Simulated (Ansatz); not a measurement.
`[SiH3]NC=S` → `CS[Si]N`  (isomerisation)

Program: Ansatz. Geometries: PBE0-D4/def2-TZVP. ΔE: electronic, gas phase. CBS: MP2 limit from def2 TZ/QZ plus the TZ coupled-cluster correction, frozen cores. Functionals use def2-TZVPP. B3LYP here is the variant with VWN-RPA as its local correlation; programs differ in this. One conformer a species, not always the lowest.

`[SiH3]NC=S`:

Z-matrix (Å, degrees):
```
Si
N 1 1.753
H 1 1.480 2 105.9
H 1 1.483 2 109.9 3 120.0
H 1 1.483 2 109.9 3 -120.1
C 2 1.348 1 126.4 3 0.0
H 2 1.014 1 120.9 3 -180.0
S 6 1.628 2 126.1 1 180.0
H 6 1.093 2 113.0 1 -0.0
```

`CS[Si]N`:

Z-matrix (Å, degrees):
```
C
S 1 1.813
H 1 1.089 2 109.2
H 1 1.092 2 110.5 3 -120.2
H 1 1.089 2 109.3 3 119.6
Si 2 2.141 1 100.1 3 120.8
N 6 1.710 2 98.2 1 179.9
H 7 1.009 6 127.5 2 -0.0
H 7 1.007 6 120.2 2 180.0
```

```json
{"level": "B3LYP-D4", "ΔE (kcal/mol)": "-16.5", "difference from CCSD(T)/CBS": "2.1"}
{"level": "ωB97X-V", "ΔE (kcal/mol)": "-16.8", "difference from CCSD(T)/CBS": "1.8"}
{"level": "ωB97M-V", "ΔE (kcal/mol)": "-20.3", "difference from CCSD(T)/CBS": "-1.7"}
{"level": "revPBE", "ΔE (kcal/mol)": "-17.7", "difference from CCSD(T)/CBS": "0.9"}
{"level": "r2SCANh", "ΔE (kcal/mol)": "-16.5", "difference from CCSD(T)/CBS": "2.1"}
{"level": "CAM-B3LYP", "ΔE (kcal/mol)": "-16.0", "difference from CCSD(T)/CBS": "2.6"}
{"level": "LC-ωPBE", "ΔE (kcal/mol)": "-18.2", "difference from CCSD(T)/CBS": "0.4"}
{"level": "RPA@PBE/def2-TZVPP", "ΔE (kcal/mol)": "-15.7", "difference from CCSD(T)/CBS": "2.9"}
{"level": "MP2/def2-SVP", "ΔE (kcal/mol)": "-11.4", "difference from CCSD(T)/CBS": "7.2"}
{"level": "HF/def2-TZVPP", "ΔE (kcal/mol)": "-12.6", "difference from CCSD(T)/CBS": "6.0"}
{"level": "CCSD(T)/CBS", "ΔE (kcal/mol)": "-18.6", "difference from CCSD(T)/CBS": "0"}
```

Largest T1 diagnostic among the species: 0.017.

Leaving LDA and LC-ωPBE aside and taking each functional with its dispersion term where it has one, the values, not all of them listed here, spread over 4.5 kcal/mol, from ωB97M-V to B2PLYP. From r2SCAN to r2SCAN0 (25 % exact exchange), in def2-TZVPP and without D4, ΔE moves by −1.3 kcal/mol. At CCSD(T), def2-SVP lies +6.2 kcal/mol from the extrapolated value and def2-TZVPP +1.4 kcal/mol.
